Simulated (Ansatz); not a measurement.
Ideal-gas functions of `[SiH3][O][InH][Cl]` at 298.15 K and 1 bar, from an Ansatz frequency run at PBE0-D4/def2-TZVP.

Molar mass 198.39 g/mol, point group Cs (symmetry number 1), electronic degeneracy 1, moments of inertia 154.694, 351.107, 499.939 u Å². Harmonic wavenumbers (cm⁻¹, unscaled): 43, 56, 74, 154, 355, 396, 435, 466, 726, 730, 954, 955, 984, 996, 1929, 2201, 2204, 2219.

Use S(trans) = R[1.5 ln M + 2.5 ln T − 1.1517]; rotational temperatures θ = 24.2544 K / I; S(rot) = R[ln(√π/σ · √(T³/θAθBθC)) + 1.5]; for each mode x = 1.438777 ν̃/T, S = R[x/(eˣ − 1) − ln(1 − e⁻ˣ)] and H = RT x/(eˣ − 1); 1 cm⁻¹ = 0.0119627 kJ/mol; R = 8.31446 J/(mol·K).

Problem. By hand: the entropy, in J/(mol·K).

Solution. Translation 174.8. Rotation: θ = 0.1568, 0.0691, 0.0485 K, giving 119.7. Vibration, mode by mode: 21.40, 19.22, 16.92, 10.97, 4.79, 4.09, 3.52, 3.13, 1.16, 1.14, 0.47, 0.47, 0.42, 0.40, 0.01, 0.00, 0.00, 0.00, in all 88.1. Electronic 0.0. Sum 382.6 J/(mol·K).

Problem. By hand: H − E and G − E in kJ/mol, counted from the electronic energy.

Solution. Zero-point energy ½ × 15877 × 0.0119627 = 95.0; thermal vibration 12.2; translation, rotation and pV give 4 RT = 9.9. H − E = 117.1 kJ/mol, and G − E = 117.1 − 298.15 × 382.6/1000 = 3.0 kJ/mol.

Vibration gives 23 % of the entropy, 57.5 J/(mol·K) of it from the modes under 150 cm⁻¹: soft modes count most, and the harmonic formula is weakest for them. The sum counts one conformer and one mirror image; others add a mixing term.
